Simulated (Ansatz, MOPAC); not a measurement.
System: HSiO3, net charge -1, singlet state. SMILES: O=[Si]([O-])O

Atoms: Si1, O2, O3, O4, H5. Bonds: Si1-O2, Si1-O3, Si1-O4, O4-H5.

Bond lengths (Å) and angles (degrees) optimised at PM3 with MOPAC; MNDO with MOPAC; HF/3-21G with Ansatz (a quantum-chemistry and plane-wave program); HF/6-31G* with Ansatz; B3LYP/6-31G* with Ansatz; MP2/6-31G* with Ansatz, each started from the B3LYP-D3(BJ)/def2-TZVP structure (Ansatz) of the last column. A row stands for all coordinates that are equal there. 6-31G* holds six Cartesian d functions. No wavenumbers were computed at MNDO, MP2/6-31G*, so these may be saddle points.

```json
[
 {"coordinate": "Si1-O2", "PM3": "1.574", "MNDO": "1.553", "HF/3-21G": "1.568", "HF/6-31G*": "1.526", "B3LYP/6-31G*": "1.557", "MP2/6-31G*": "1.563", "B3LYP-D3(BJ)/def2-TZVP": "1.550"},
 {"coordinate": "Si1-O3", "PM3": "1.570", "MNDO": "1.550", "HF/3-21G": "1.565", "HF/6-31G*": "1.519", "B3LYP/6-31G*": "1.550", "MP2/6-31G*": "1.557", "B3LYP-D3(BJ)/def2-TZVP": "1.542"},
 {"coordinate": "Si1-O4", "PM3": "1.708", "MNDO": "1.684", "HF/3-21G": "1.688", "HF/6-31G*": "1.671", "B3LYP/6-31G*": "1.703", "MP2/6-31G*": "1.709", "B3LYP-D3(BJ)/def2-TZVP": "1.686"},
 {"coordinate": "O4-H5", "PM3": "0.946", "MNDO": "0.933", "HF/3-21G": "0.962", "HF/6-31G*": "0.947", "B3LYP/6-31G*": "0.970", "MP2/6-31G*": "0.971", "B3LYP-D3(BJ)/def2-TZVP": "0.964"},
 {"coordinate": "O2-Si1-O3", "PM3": "135.9", "MNDO": "134.5", "HF/3-21G": "132.9", "HF/6-31G*": "135.3", "B3LYP/6-31G*": "135.4", "MP2/6-31G*": "135.8", "B3LYP-D3(BJ)/def2-TZVP": "135.9"},
 {"coordinate": "O2-Si1-O4", "PM3": "111.1", "MNDO": "111.1", "HF/3-21G": "112.0", "HF/6-31G*": "110.6", "B3LYP/6-31G*": "110.7", "MP2/6-31G*": "110.5", "B3LYP-D3(BJ)/def2-TZVP": "110.9"},
 {"coordinate": "O3-Si1-O4", "PM3": "113.0", "MNDO": "114.4", "HF/3-21G": "115.1", "HF/6-31G*": "114.1", "B3LYP/6-31G*": "113.9", "MP2/6-31G*": "113.8", "B3LYP-D3(BJ)/def2-TZVP": "113.2"},
 {"coordinate": "Si1-O4-H5", "PM3": "113.2", "MNDO": "116.7", "HF/3-21G": "116.5", "HF/6-31G*": "107.3", "B3LYP/6-31G*": "103.9", "MP2/6-31G*": "103.9", "B3LYP-D3(BJ)/def2-TZVP": "106.2"}
]
```

Mean signed difference of all 4 bond lengths from B3LYP-D3(BJ)/def2-TZVP: PM3 0.014 Å, MNDO -0.005 Å, HF/3-21G 0.011 Å, HF/6-31G* -0.019 Å, B3LYP/6-31G* 0.010 Å, MP2/6-31G* 0.015 Å.
